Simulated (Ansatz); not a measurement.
Job for Ansatz (a program for electronic structure): R-PBE/def2-TZVPP on BFH2S2 (SMILES FB(S)S), a point of a torsion scan.

Ansatz 0.2 input:
```yaml
crystal:
  periodic: [false, false, false]
  atoms:
    - {symbol: F, position_ang: [-0.94858931, -1.79010890, 0.19715152]}
    - {symbol: B, position_ang: [-0.35559678, -0.62281988, 0.06666510]}
    - {symbol: S, position_ang: [1.41871387, -0.62056487, -0.41169802]}
    - {symbol: S, position_ang: [-1.41431011, 0.82776925, 0.08269520]}
    - {symbol: H, position_ang: [1.83291810, 0.24188685, 0.51073201]}
    - {symbol: H, position_ang: [-0.49098711, 1.73456864, -0.22047130]}
basis:
  gaussian:
    orbitals: def2-TZVPP
hamiltonian:
  xc: {name: PBE}
scf: {lower_state_search: off}
```

The log:

```
WARN ansatz: RAYON_NUM_THREADS=1 ignored (pool sized by the plan → 1); use --threads N
Functional definition: PBE
these checks for a lower state are left out or cut short: stability, starts, cluster_reference, orbital_swaps, neighbouring_geometries, increment
integrals: 0.09 GiB planned
1011 factors; their error is unknown
mean field: 0.59 GiB planned
mean field evaluation 1: about -25085.9687 eV, gradient 3.6e1 eV
mean field evaluation 2: about -25081.8258 eV, gradient 6.2e1 eV
mean field evaluation 4: about -25088.5990 eV, gradient 1.6e0 eV
mean field evaluation 8: about -25088.5924 eV, gradient 1.4e-1 eV
mean field evaluation 16: about -25088.5924 eV, gradient 9.1e-6 eV
mean field -25088.59241427 eV, -921.9887655659 hartree, gradient 3.1e-6 eV, S^2 0.000000; 0 other end points of the search recorded, 0 dependent functions left out
reference -25088.59244818 eV, -921.9887668118 hartree; 24, 24 occupied and 150, 150 virtual orbitals, 1011 factors
Total energy: -25088.59244818 eV, -921.9887668118 hartree
Checks for a lower state left out: stability, starts, cluster_reference, orbital_swaps, neighbouring_geometries, increment
```

The calculation finished and met its thresholds.

Cost: about 1.3 core-seconds (a rough figure).
